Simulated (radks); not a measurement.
Values are calculated unless marked as measured or tabulated.
Spin polarisation of the 3d7 shell in the cobalt ion Co2+. Start: [Ar] 3d(up 3.5, down 3.5); electrons of 3d are moved from spin down to spin up, other shells keep equal spins. Code: a radial shooting solver on a logarithmic mesh with Libxc functionals. Model: non-relativistic Kohn-Sham, PBE, spin-polarised, spherical densities, point nucleus.

moment (Bohr magnetons)  E - E(0) (eV)  e(3d up) (eV)  e(3d down) (eV)  3p down minus up (eV)  3s down minus up (eV)
0                                0.000        -27.245          -27.245                  0.000                  0.000
0.75                            -0.142        -27.607          -26.851                  0.820                  0.833
1.5                             -0.567        -27.936          -26.423                  1.641                  1.668
2.25                            -1.276        -28.232          -25.962                  2.463                  2.503
3                               -2.270        -28.495          -25.466                  3.288                  3.341

At moment 3 the spin-polarisation energy is -2.270 eV and the 3d exchange splitting 3.029 eV, that is 1.010 eV per Bohr magneton; E = -I m^2/4 would give I = 1.009 eV.
